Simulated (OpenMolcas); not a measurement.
## B I: thermal populations, the spin-orbit constant, worked from levels

```
Program             : OpenMolcas 26.06
Basis               : ANO-RCC-VQZP [5s4p3d2f1g]
Scalar Hamiltonian  : DKH2, point nucleus
Active space        : 3 electrons in 4 orbitals (2s 2p)
State averaging     : 2S+1 = 4 odd, 1 root (0 in the spin-orbit step); 2S+1 = 2 odd, 3 roots; 2S+1 = 4 even, 3 roots; 2S+1 = 2 even, 5 roots
Spin-orbit coupling : RASSI with atomic mean-field integrals over the reference wave functions, term energies averaged over their components
```

Methods: CASSCF; SS-CASPT2, IPEA 0.25 Eh, imaginary shift 0.1 Eh (closed shells correlated: 1s). Measured levels: NIST Handbook of Basic Atomic Spectroscopic Data.

**Thermal populations.** Z = Σ (2J + 1) exp(-E/kT) with k = 0.695035 cm-1/K, over the levels below. No other level of either list lies under 40000 cm-1, which is above 7 kT at each temperature.

```csv
Level,2J + 1,SS-CASPT2,measured
2s2 2p 2P* 1/2,2,0.0,0.0
2s2 2p 2P* 3/2,4,14.5,15.3
2s 2p2 4P 1/2,2,27610,28870
2s 2p2 4P 3/2,4,27610,28875
2s 2p2 4P 5/2,6,27620,28881
```

| T (K) | Z, SS-CASPT2 | Z, measured levels | Ground level (%), SS-CASPT2 | Ground level (%), measured levels |
| --- | --- | --- | --- | --- |
| 3000 | 5.972 | 5.971 | 33.5 | 33.5 |
| 5000 | 5.988 | 5.985 | 33.4 | 33.4 |
| 8000 | 6.073 | 6.056 | 32.9 | 33.0 |

At 8000 K, kT = 5560 cm-1, and the computed levels give Z = 2.000 + 3.990 + 0.014 + 0.028 + 0.042 = 6.073.

**The spin-orbit constant.** For the Hund term 2P* of p1, E(J) = (A/2) J(J+1) + constant and ζ = 2S·A = A. From J = 1/2 to J = 3/2 the energy changes by 1.5 A.

```json
{"Source": "CASSCF", "E(3/2) - E(1/2)": "14.5", "A": "9.7", "ζ": "10"}
{"Source": "SS-CASPT2", "E(3/2) - E(1/2)": "14.5", "A": "9.7", "ζ": "10"}
{"Source": "measured", "E(3/2) - E(1/2)": "15.3", "A": "10.2", "ζ": "10"}
```

All in cm-1. SS-CASPT2 is off by -5.2 % and CASSCF by -5.2 %. Both methods take the spin-orbit matrix elements from the reference wave functions, so the second can move ζ only through the term energies and any multistate remixing.

Without dynamic correlation excited terms often stand tens of per cent too high (terms of higher spin than the ground term too low), and those without a measured partner can miss by more than the paired ones (holds for CASSCF). Measured partners are found by configuration, term and J. A level has none where our copy of the source lacks it or the pairing is in doubt (some pairs that miss far off the trend of their configuration count as doubtful), and it then counts in no deviation. Levels of configurations outside the active space are missing.

* marks odd parity.
